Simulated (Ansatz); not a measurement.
A nudged elastic band was laid between two geometries of C3H6SSi (11 atoms, charge 0, multiplicity 1).

Computed with RKS r2SCAN/STO-3G in Ansatz.

```json
{"movable images": "5", "climbing image": "yes", "spring": "5.0 eV/Å²", "optimiser": "quadratic models (default)", "start path": "IDPP", "force threshold": "0.5 eV/Å", "iteration limit": "53", "end points": "relaxed"}
```

Image 0:

```xyz
11
Properties=species:S:1:pos:R:3
C -1.629 1.397 0.565
C -0.757 0.369 0.527
C 0.301 0.201 -0.526
Si 1.391 -1.340 -0.339
S 0.497 1.273 -1.750
H -1.587 2.174 -0.210
H -2.391 1.495 1.346
H -0.809 -0.404 1.310
H 1.010 -2.112 0.824
H 2.776 -0.942 -0.208
H 1.265 -2.169 -1.518
```

Image 6:

```xyz
11
Properties=species:S:1:pos:R:3
C -1.620 1.401 0.525
C -0.750 0.371 0.486
C 0.319 0.204 -0.557
Si 1.387 -1.339 -0.300
S 0.519 1.269 -1.785
H -1.570 2.184 -0.243
H -2.388 1.494 1.300
H -0.811 -0.407 1.263
H 2.391 -1.435 -1.334
H 0.553 -2.523 -0.328
H 2.034 -1.277 0.995
```

Q: What changes between the two ends?

A: No bond is made or broken. The dihedral S5–C3–Si4–H10 goes from 59 to -121°.

Q: Give the energies along the band, and the barrier.

A: The run converged. The highest image is number 3 of 0 to 6, 0.5 kcal/mol above the first end and 0.9 kcal/mol above the last; the last end lies 0.4 kcal/mol below the first. The threshold of 0.5 eV/Å is loose, so the images may lie well off the minimum-energy path. Beside the main top the profile has a ripple of under 15 meV (maxima at images 3, 5), which may be a very shallow well or noise. The order of the stationary point at the top wasn't checked. Limits of this set-up: minimal basis.

```
image  path coordinate (Å)  energy (kcal/mol)  dihedral S5–C3–Si4–H10 (°)
    0                 0.00                0.0                          59
    1                 1.00                0.0                          31
    2                 2.00                0.3                           1
    3                 3.01                0.5                         -29
    4                 4.01                0.1                         -59
    5                 5.01                0.4                         -90
    6                 6.01               -0.4                        -121
```

Q: What is the geometry of the highest image?

A: 
```xyz
11
Properties=species:S:1:pos:R:3:forces:R:3
C -1.911 1.145 -0.083 0.16 0.09 0.38
C -0.995 0.156 -0.015 -0.10 -0.16 0.31
C 0.489 0.366 -0.078 0.12 0.14 -0.37
Si 1.592 -1.173 0.061 -0.19 0.01 0.21
S 1.137 1.857 -0.295 0.00 0.05 0.05
H -1.575 2.188 -0.160 -0.02 -0.02 -0.20
H -2.984 0.968 0.050 -0.02 -0.05 -0.15
H -1.351 -0.872 0.163 0.05 -0.04 -0.17
H 1.928 -1.355 1.459 0.02 -0.06 -0.01
H 2.818 -0.969 -0.678 -0.05 0.00 -0.03
H 0.917 -2.368 -0.403 0.02 0.05 -0.03
```

The band took 3 iterations and of the order of 100 core-seconds.

Time of the run: 99 s on 1 CPU thread of a shared host.
